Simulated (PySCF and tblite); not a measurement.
The numbers below are computed, except where a source is named.
System: C6H10OSi, numbered as in [CH3:1][O:2][C:3]1=[CH:4][C@@H:5]([SiH3:6])[CH:7]=[CH:8]1.

Motion: shift of Si6 from C5 to C7. GFN2-xTB gives an electronic barrier of 10.4 kcal/mol and a reaction energy of 1.4 kcal/mol.

Question: What does CAM-B3LYP/pcSseg-1 + D3(BJ) give on PBE0-D3(BJ)/def2-SVP geometries?

Answer: A barrier of 19.1 kcal/mol, 8.7 above the tight-binding barrier (from unrounded values), a reaction energy of 3.3 kcal/mol and, with GFN2-xTB thermal terms, ΔG‡(298 K) = 19.4 kcal/mol and k = 0.035 s⁻¹ (1 equivalent path).

Question: And the level of the geometries itself, PBE0-D3(BJ)/def2-SVP?

Answer: 14.2 kcal/mol.

Programs: tblite and PySCF.
